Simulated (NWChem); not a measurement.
Species: trans-dichloroethylene (C₂H₂Cl₂); SMILES Cl/C=C/Cl

```xyz
6

Cl     0.0420    -2.1475     0.0000
C     -0.4433    -0.4975     0.0000
C      0.4433     0.4975     0.0000
Cl    -0.0420     2.1475     0.0000
H     -1.5229    -0.3328     0.0000
H      1.5229     0.3328     0.0000
```
Atoms are numbered in this order, from 1.

Coordinates come from a PBE0/def2-SVP optimisation.

Symmetry labels are those of C2h in the frame above (b1 and b2, or b-type labels, depend on it).

**Question.** List the 4 lowest vertical singlet excitations and the 4 lowest triplet ones from B3LYP/6-31G* (spherical d), TDA (NWChem).

**Answer.** 
```csv
state,energy (eV),oscillator strength,symmetry,leading excitation (squared amplitude)
S1,6.00,0.000,bg,HOMO → LUMO+1 (0.99)
S2,6.83,0.438,bu,HOMO → LUMO (0.86)
S3,7.05,0.000,bg,HOMO−1 → LUMO (1.00)
S4,7.16,0.004,au,HOMO → LUMO+2 (0.84)
T1,3.92,spin-forbidden,bu,HOMO → LUMO (0.95)
T2,5.36,spin-forbidden,bg,HOMO → LUMO+1 (0.99)
T3,6.66,spin-forbidden,au,HOMO → LUMO+2 (0.94)
T4,6.91,spin-forbidden,bg,HOMO−1 → LUMO (0.99)
```
